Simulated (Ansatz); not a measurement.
C₂H₅BO (`B/C=C\O`). Total charge 0; spin multiplicity 1. The geometry is a stationary point of PBE0-D4/def2-TZVP. It is one conformer, not always the lowest.

```xyz
9

B     0.611   -1.347   -0.482
C     0.730    0.109   -0.066
C    -0.302    0.890    0.305
O    -1.571    0.472    0.352
H    -0.451   -1.896   -0.502
H     1.589   -1.963   -0.797
H     1.691    0.616   -0.045
H    -0.153    1.932    0.594
H    -2.143    1.188    0.642
```

(1) What is the dipole moment at ωB97M-V/def2-TZVPP? (Best estimate.)

(2) And with PBE, r2SCAN, B3LYP? (Best estimate.)

(3) Give the Mulliken charges with ωB97M-V, PBE, r2SCAN in def2-TZVPP. (An estimate is asked.)

Answers

(1) The calculation gave: 3.71 D, with components (-1.36, 3.25, 1.15) D in this frame, pointing from negative to positive charge.

(2) Computed: PBE 3.87 D, r2SCAN 3.83 D, B3LYP 3.75 D.

(3) Computed: 
```json
{"atom": "B1", "ωB97M-V": "-0.18", "PBE": "-0.10", "r2SCAN": "-0.03"}
{"atom": "C2", "ωB97M-V": "-0.24", "PBE": "-0.22", "r2SCAN": "-0.28"}
{"atom": "C3", "ωB97M-V": "0.12", "PBE": "0.10", "r2SCAN": "0.20"}
{"atom": "O4", "ωB97M-V": "-0.22", "PBE": "-0.18", "r2SCAN": "-0.24"}
{"atom": "H5", "ωB97M-V": "0.07", "PBE": "0.01", "r2SCAN": "0.00"}
{"atom": "H6", "ωB97M-V": "0.06", "PBE": "0.00", "r2SCAN": "-0.01"}
{"atom": "H7", "ωB97M-V": "0.10", "PBE": "0.09", "r2SCAN": "0.08"}
{"atom": "H8", "ωB97M-V": "0.11", "PBE": "0.09", "r2SCAN": "0.08"}
{"atom": "H9", "ωB97M-V": "0.19", "PBE": "0.20", "r2SCAN": "0.21"}
```

B3LYP here is the variant with VWN-RPA as its local correlation; programs differ in this.
